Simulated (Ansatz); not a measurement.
C2H9AlS, SMILES `[CH3][AlH-]([CH3])[SH2+]`, relaxed with RKS PBE0-D4/def2-TZVP in Ansatz from a PBE-D4/def2-SVP geometry. The force threshold is 0.005 eV/Å; the program also tests the step.

Total charge 0; spin multiplicity 1.

Start:

```xyz
13

C    -1.552    0.242   -0.827
Al    0.169   -0.641   -0.376
C     1.861    0.376   -0.569
S     0.012   -0.548    2.232
H    -2.438   -0.293   -0.421
H    -1.605    1.297   -0.481
H    -1.689    0.270   -1.931
H     0.223   -2.255   -0.419
H     2.169    0.398   -1.639
H     1.772    1.437   -0.250
H     2.708   -0.077   -0.012
H    -0.350    0.762    2.358
H    -1.282   -0.967    2.334
```

| step | energy (eV) | largest force (eV/Å) | largest move (Å) |
| --- | --- | --- | --- |
| 1 | -19645.3975 | 0.639 | 0.000 |
| 2 | -19645.4369 | 0.281 | 0.048 |
| 3 | -19645.4394 | 0.070 | 0.044 |
| 4 | -19645.4407 | 0.057 | 0.036 |
| 5 | -19645.4420 | 0.021 | 0.017 |
| 6 | -19645.4420 | 0.014 | 0.012 |
| 7 | -19645.4421 | 0.004 | 0.004 |
| 8 | -19645.4421 | 0.003 | 0.008 |
| 9 | -19645.4421 | 0.004 | 0.013 |
| 10 | -19645.4421 | 0.006 | 0.009 |
| 11 | -19645.4421 | 0.005 | 0.007 |
| 12 | -19645.4421 | 0.002 | 0.003 |

End:

```xyz
13

C    -1.537    0.254   -0.829
Al    0.164   -0.621   -0.351
C     1.850    0.370   -0.575
S     0.022   -0.511    2.214
H    -2.412   -0.267   -0.426
H    -1.583    1.296   -0.495
H    -1.661    0.271   -1.918
H     0.207   -2.225   -0.358
H     2.131    0.400   -1.634
H     1.776    1.411   -0.244
H     2.686   -0.093   -0.043
H    -0.430    0.748    2.343
H    -1.212   -1.033    2.316
```

It took 43 s on 4 threads of a server CPU on a shared host, with 0.49 GiB of host memory at the peak.
